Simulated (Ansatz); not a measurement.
Born–Oppenheimer molecular dynamics of AlGeH$_{4}$ (6 atoms, charge 0, multiplicity 2). It starts at the highest image of a converged band. Of that band: The profile has 2 maxima (images 2, 4) with wells between them (image 3): this band takes more than one step, which may be the mechanism or a detour left from its start path. A vibrational analysis at the climbing image gives one clearly imaginary mode, 764i cm⁻¹: a first-order saddle point.

These are results of UKS B3LYP/def2-SVP in Ansatz, not measurements.

- ensemble: NVE (velocity Verlet)
- time step: 0.5 fs
- steps asked: 200
- starting velocities drawn for: 300 K
- seed: 6586

First frame:

```xyz
6
Properties=species:S:1:pos:R:3
Al 0.696 -0.846 0.329
Ge -1.603 0.076 -0.114
H 2.206 -0.962 0.779
H -1.277 1.421 -0.925
H 0.345 -0.158 -1.122
H -0.366 0.470 1.052
```

(1) How far do the bonds stretch over the last three quarters of this one trajectory? (Pairs bonded in most of those frames.)

Answers

(1) 
```tsv
bond	mean (Å)	spread (Å)	shortest	longest
Al1–Ge2	2.745	0.071	2.61	2.84
Al1–H3	1.622	0.026	1.58	1.67
Al1–H6	1.846	0.095	1.64	2.04
Ge2–H4	1.662	0.066	1.55	1.81
Ge2–H5	1.703	0.114	1.47	1.88
Ge2–H6	1.748	0.084	1.54	1.89
```

Mean temperature of the second half: 1005 K. The conserved energy stayed within 0.093 meV per atom of its start (net change -0.089 meV per atom), so the integration is sound. The system heated up, since it started high on the potential surface and ran downhill. A run of 0.1 ps of so small a system gives no equilibrium averages.

The run took 3 min on 2 threads of Intel(R) Xeon(R) 6975P-C (Granite Rapids) (shared host), peak memory 0.19 GiB.
